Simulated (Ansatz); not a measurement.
A run for Ansatz (an electronic-structure program): R-B3LYP-D3(BJ)/def2-TZVP on FH7O2Si3 (SMILES F[SiH](O[SiH3])O[SiH3]).

Ansatz 0.2 input:
```yaml
crystal:
  periodic: [false, false, false]
  atoms:
    - {symbol: Si, position_ang: [2.28330000, 0.38680000, -0.67010000]}
    - {symbol: O, position_ang: [1.36890000, -0.09290000, 0.58660000]}
    - {symbol: Si, position_ang: [0.07090000, -0.74740000, 1.25730000]}
    - {symbol: F, position_ang: [0.04900000, -2.28930000, 0.82270000]}
    - {symbol: O, position_ang: [-1.29530000, -0.09670000, 0.73450000]}
    - {symbol: Si, position_ang: [-2.34460000, 0.38020000, -0.41310000]}
    - {symbol: H, position_ang: [2.32560000, -0.68110000, -1.66720000]}
    - {symbol: H, position_ang: [3.58150000, 0.63010000, -0.04700000]}
    - {symbol: H, position_ang: [1.67680000, 1.60080000, -1.21670000]}
    - {symbol: H, position_ang: [0.15000000, -0.61800000, 2.68620000]}
    - {symbol: H, position_ang: [-3.56630000, 0.62020000, 0.34990000]}
    - {symbol: H, position_ang: [-1.80560000, 1.59560000, -1.02360000]}
    - {symbol: H, position_ang: [-2.49430000, -0.68820000, -1.39940000]}
basis:
  gaussian:
    orbitals: def2-TZVP
hamiltonian:
  xc: b3lyp
  dispersion: d3bj
relax: {f_tol: 0.004, max_steps: 120}
scf: {lower_state_search: off}
```

Output:

```
WARN ansatz: RAYON_NUM_THREADS=4 ignored (pool sized by the plan → 4); use --threads N
Functional definition: B3LYP
these checks for a lower state are left out or cut short: stability, starts, cluster_reference, orbital_swaps, neighbouring_geometries, increment
integrals: 0.22 GiB planned
1549 factors; their error is unknown
mean field: 1.79 GiB planned
mean field evaluation 1: about -30559.5343 eV, gradient 8.5e1 eV
mean field evaluation 2: about -30537.0627 eV, gradient 1.4e2 eV
mean field evaluation 4: about -30570.1620 eV, gradient 8.6e0 eV
mean field evaluation 8: about -30570.2565 eV, gradient 3.1e-2 eV
mean field evaluation 16: about -30570.3499 eV, gradient 5.4e-5 eV
mean field -30570.34986906 eV, -1123.4396363607 hartree, gradient 4.7e-6 eV, S^2 0.000000; 0 other end points of the search recorded, 0 dependent functions left out
the calculation of the forces begins
reference -30570.35020278 eV, -1123.4396486246 hartree; 37, 37 occupied and 209, 209 virtual orbitals, 1549 factors
relax step   1: F+E_penalty+E_count = -30570.89160472 eV  Δ(F+E_penalty+E_count) = +0.000e0 eV  max|allowed force component| = 5.008e-1 eV/Å  Δτ_max = 0.0000 Å  (16 SCF iters, accepted)
these checks for a lower state are left out or cut short: stability, starts, cluster_reference, orbital_swaps, neighbouring_geometries, increment
integrals: 0.22 GiB planned
1549 factors; their error is unknown
mean field: 1.79 GiB planned
mean field -30570.46695351 eV, -1123.4439391349 hartree, gradient 9.9e-7 eV, S^2 0.000000; 0 other end points of the search recorded, 0 dependent functions left out
the calculation of the forces begins
reference -30570.46728944 eV, -1123.4439514801 hartree; 37, 37 occupied and 209, 209 virtual orbitals, 1549 factors
relax step   2: F+E_penalty+E_count = -30571.00065801 eV  Δ(F+E_penalty+E_count) = -1.091e-1 eV  max|allowed force component| = 3.984e-1 eV/Å  Δτ_max = 0.0995 Å  (20 SCF iters, accepted)
these checks for a lower state are left out or cut short: stability, starts, cluster_reference, orbital_swaps, neighbouring_geometries, increment
integrals: 0.22 GiB planned
1549 factors; their error is unknown
mean field: 1.78 GiB planned
mean field evaluation 32: about -30570.4760 eV, gradient 8.2e-7 eV
mean field -30570.47595816 eV, -1123.4442700495 hartree, gradient 8.7e-7 eV, S^2 0.000000; 0 other end points of the search recorded, 0 dependent functions left out
the calculation of the forces begins
reference -30570.47629468 eV, -1123.4442824165 hartree; 37, 37 occupied and 209, 209 virtual orbitals, 1549 factors
relax step   3: F+E_penalty+E_count = -30571.00783181 eV  Δ(F+E_penalty+E_count) = -7.174e-3 eV  max|allowed force component| = 2.201e-1 eV/Å  Δτ_max = 0.0261 Å  (21 SCF iters, accepted)
these checks for a lower state are left out or cut short: stability, starts, cluster_reference, orbital_swaps, neighbouring_geometries, increment
integrals: 0.22 GiB planned
1549 factors; their error is unknown
mean field: 1.79 GiB planned
mean field -30570.47693257 eV, -1123.4443058585 hartree, gradient 9.8e-7 eV, S^2 0.000000; 0 other end points of the search recorded, 0 dependent functions left out
the calculation of the forces begins
reference -30570.47726890 eV, -1123.4443182184 hartree; 37, 37 occupied and 209, 209 virtual orbitals, 1549 factors
relax step   4: F+E_penalty+E_count = -30571.01000921 eV  Δ(F+E_penalty+E_count) = -2.177e-3 eV  max|allowed force component| = 1.956e-2 eV/Å  Δτ_max = 0.0314 Å  (19 SCF iters, accepted)
these checks for a lower state are left out or cut short: stability, starts, cluster_reference, orbital_swaps, neighbouring_geometries, increment
integrals: 0.22 GiB planned
1549 factors; their error is unknown
mean field: 1.79 GiB planned
mean field -30570.47505352 eV, -1123.4442368044 hartree, gradient 1.2e-6 eV, S^2 0.000000; 0 other end points of the search recorded, 0 dependent functions left out
the calculation of the forces begins
reference -30570.47538939 eV, -1123.4442491478 hartree; 37, 37 occupied and 209, 209 virtual orbitals, 1549 factors
relax step   5: F+E_penalty+E_count = -30571.01030356 eV  Δ(F+E_penalty+E_count) = -2.943e-4 eV  max|allowed force component| = 1.152e-1 eV/Å  Δτ_max = 0.0338 Å  (20 SCF iters, accepted)
these checks for a lower state are left out or cut short: stability, starts, cluster_reference, orbital_swaps, neighbouring_geometries, increment
integrals: 0.22 GiB planned
1549 factors; their error is unknown
mean field: 1.79 GiB plan
[...]
 the forces begins
reference -30570.47767967 eV, -1123.4443333138 hartree; 37, 37 occupied and 209, 209 virtual orbitals, 1549 factors
relax step  40: F+E_penalty+E_count = -30571.01565976 eV  Δ(F+E_penalty+E_count) = +7.756e-5 eV  max|allowed force component| = 2.303e-2 eV/Å  Δτ_max = 0.0805 Å  (19 SCF iters, rejected (line search))
these checks for a lower state are left out or cut short: stability, starts, cluster_reference, orbital_swaps, neighbouring_geometries, increment
integrals: 0.22 GiB planned
1549 factors; their error is unknown
mean field: 1.79 GiB planned
mean field evaluation 288: about -30570.3858 eV, gradient 8.5e-3 eV
mean field -30570.47724564 eV, -1123.4443173634 hartree, gradient 9.1e-7 eV, S^2 0.000000; 0 other end points of the search recorded, 0 dependent functions left out
the calculation of the forces begins
reference -30570.47758376 eV, -1123.4443297891 hartree; 37, 37 occupied and 209, 209 virtual orbitals, 1549 factors
relax step  41: F+E_penalty+E_count = -30571.01578501 eV  Δ(F+E_penalty+E_count) = -4.769e-5 eV  max|allowed force component| = 9.305e-3 eV/Å  Δτ_max = 0.0394 Å  (20 SCF iters, accepted)
these checks for a lower state are left out or cut short: stability, starts, cluster_reference, orbital_swaps, neighbouring_geometries, increment
integrals: 0.22 GiB planned
1549 factors; their error is unknown
mean field: 1.78 GiB planned
mean field -30570.47709611 eV, -1123.4443118683 hartree, gradient 8.8e-7 eV, S^2 0.000000; 0 other end points of the search recorded, 0 dependent functions left out
the calculation of the forces begins
reference -30570.47743442 eV, -1123.4443243012 hartree; 37, 37 occupied and 209, 209 virtual orbitals, 1549 factors
relax step  42: F+E_penalty+E_count = -30571.01579548 eV  Δ(F+E_penalty+E_count) = -1.047e-5 eV  max|allowed force component| = 1.241e-2 eV/Å  Δτ_max = 0.0265 Å  (21 SCF iters, accepted)
these checks for a lower state are left out or cut short: stability, starts, cluster_reference, orbital_swaps, neighbouring_geometries, increment
integrals: 0.22 GiB planned
1549 factors; their error is unknown
mean field: 1.79 GiB planned
mean field -30570.47702448 eV, -1123.4443092360 hartree, gradient 2.9e-6 eV, S^2 0.000000; 0 other end points of the search recorded, 0 dependent functions left out
the calculation of the forces begins
reference -30570.47736274 eV, -1123.4443216668 hartree; 37, 37 occupied and 209, 209 virtual orbitals, 1549 factors
relax step  43: F+E_penalty+E_count = -30571.01581230 eV  Δ(F+E_penalty+E_count) = -1.681e-5 eV  max|allowed force component| = 1.010e-2 eV/Å  Δτ_max = 0.0014 Å  (12 SCF iters, accepted)
these checks for a lower state are left out or cut short: stability, starts, cluster_reference, orbital_swaps, neighbouring_geometries, increment
integrals: 0.22 GiB planned
1549 factors; their error is unknown
mean field: 1.79 GiB planned
mean field -30570.47691142 eV, -1123.4443050814 hartree, gradient 2.9e-6 eV, S^2 0.000000; 0 other end points of the search recorded, 0 dependent functions left out
the calculation of the forces begins
reference -30570.47724964 eV, -1123.4443175106 hartree; 37, 37 occupied and 209, 209 virtual orbitals, 1549 factors
relax step  44: F+E_penalty+E_count = -30571.01581244 eV  Δ(F+E_penalty+E_count) = -1.401e-7 eV  max|allowed force component| = 1.055e-2 eV/Å  Δτ_max = 0.0029 Å  (13 SCF iters, accepted)
these checks for a lower state are left out or cut short: stability, starts, cluster_reference, orbital_swaps, neighbouring_geometries, increment
integrals: 0.22 GiB planned
1549 factors; their error is unknown
mean field: 1.78 GiB planned
mean field -30570.47699446 eV, -1123.4443081329 hartree, gradient 1.5e-6 eV, S^2 0.000000; 0 other end points of the search recorded, 0 dependent functions left out
the calculation of the forces begins
reference -30570.47733260 eV, -1123.4443205592 hartree; 37, 37 occupied and 209, 209 virtual orbitals, 1549 factors
relax step  45: F+E_penalty+E_count = -30571.01581393 eV  Δ(F+E_penalty+E_count) = -1.494e-6 eV  max|allowed force component| = 9.339e-3 eV/Å  Δτ_max = 0.0022 Å  (13 SCF iters, accepted)
these checks for a lower state are left out or cut short: stability, starts, cluster_reference, orbital_swaps, neighbouring_geometries, increment
integrals: 0.22 GiB planned
1549 factors; their error is unknown
mean field: 1.79 GiB planned
mean field evaluation 320: about -30570.3853 eV, gradient 9.3e-4 eV
mean field -30570.47677074 eV, -1123.4442999112 hartree, gradient 8.7e-7 eV, S^2 0.000000; 0 other end points of the search recorded, 0 dependent functions left out
the calculation of the forces begins
reference -30570.47710865 eV, -1123.4443123292 hartree; 37, 37 occupied and 209, 209 virtual orbitals, 1549 factors
relax step  46: F+E_penalty+E_count = -30571.01583639 eV  Δ(F+E_penalty+E_count) = -2.246e-5 eV  max|allowed force component| = 5.002e-3 eV/Å  Δτ_max = 0.0142 Å  (20 SCF iters, accepted)
these checks for a lower state are left out or cut short: stability, starts, cluster_reference, orbital_swaps, neighbouring_geometries, increment
integrals: 0.22 GiB planned
1549 factors; their error is unknown
mean field: 1.79 GiB planned
mean field -30570.47660252 eV, -1123.4442937292 hartree, gradient 8.5e-7 eV, S^2 0.000000; 0 other end points of the search recorded, 0 dependent functions left out
the calculation of the forces begins
reference -30570.47694032 eV, -1123.4443061432 hartree; 37, 37 occupied and 209, 209 virtual orbitals, 1549 factors
relax step  47: F+E_penalty+E_count = -30571.01583821 eV  Δ(F+E_penalty+E_count) = -1.817e-6 eV  max|allowed force component| = 5.377e-3 eV/Å  Δτ_max = 0.0163 Å  (20 SCF iters, accepted)
these checks for a lower state are left out or cut short: stability, starts, cluster_reference, orbital_swaps, neighbouring_geometries, increment
integrals: 0.22 GiB planned
1549 factors; their error is unknown
mean field: 1.78 GiB planned
mean field -30570.47665233 eV, -1123.4442955598 hartree, gradient 9.4e-7 eV, S^2 0.000000; 0 other end points of the search recorded, 0 dependent functions left out
the calculation of the forces begins
reference -30570.47699015 eV, -1123.4443079743 hartree; 37, 37 occupied and 209, 209 virtual orbitals, 1549 factors
relax step  48: F+E_penalty+E_count = -30571.01584879 eV  Δ(F+E_penalty+E_count) = -1.058e-5 eV  max|allowed force component| = 1.226e-3 eV/Å  Δτ_max = 0.0052 Å  (13 SCF iters, accepted)
Total energy: -30571.01618660 eV, -1123.4641230786 hartree
Atom 0 at     2.286403     0.458249    -0.586480 Å, force     0.000987     0.000300    -0.000327 eV/Å
Atom 1 at     1.372031    -0.159508     0.630855 Å, force     0.000555    -0.000489     0.000957 eV/Å
Atom 2 at     0.066569    -0.937735     1.172336 Å, force    -0.000063     0.000016    -0.001226 eV/Å
Atom 3 at     0.031744    -2.387796     0.503947 Å, force     0.000044     0.000177     0.000879 eV/Å
Atom 4 at    -1.292934    -0.163409     0.778254 Å, force    -0.000407    -0.000373     0.001020 eV/Å
Atom 5 at    -2.338763     0.448600    -0.331404 Å, force    -0.001046     0.000032    -0.000331 eV/Å
Atom 6 at     3.018408    -0.633314    -1.264096 Å, force    -0.000446    -0.000409    -0.000419 eV/Å
Atom 7 at     3.243776     1.417582     0.001341 Å, force     0.000208     0.000683     0.000479 eV/Å
Atom 8 at     1.416361     1.152096    -1.562460 Å, force    -0.000581     0.000015    -0.000434 eV/Å
Atom 9 at     0.146967    -1.096993     2.621535 Å, force    -0.000011    -0.000371    -0.000186 eV/Å
Atom 10 at    -3.220074     1.415723     0.354435 Å, force    -0.000114     0.000889     0.000534 eV/Å
Atom 11 at    -1.584173     1.131970    -1.405902 Å, force     0.000561     0.000067    -0.000503 eV/Å
Atom 12 at    -3.146416    -0.645367    -0.912261 Å, force     0.000313    -0.000538    -0.000442 eV/Å
Dipole moment:    -0.003661     0.253716    -0.057789 e Å
Checks for a lower state left out: stability, starts, cluster_reference, orbital_swaps, neighbouring_geometries, increment
```

Self-consistency was reached.

Cost: around 16 core-minutes (rough).
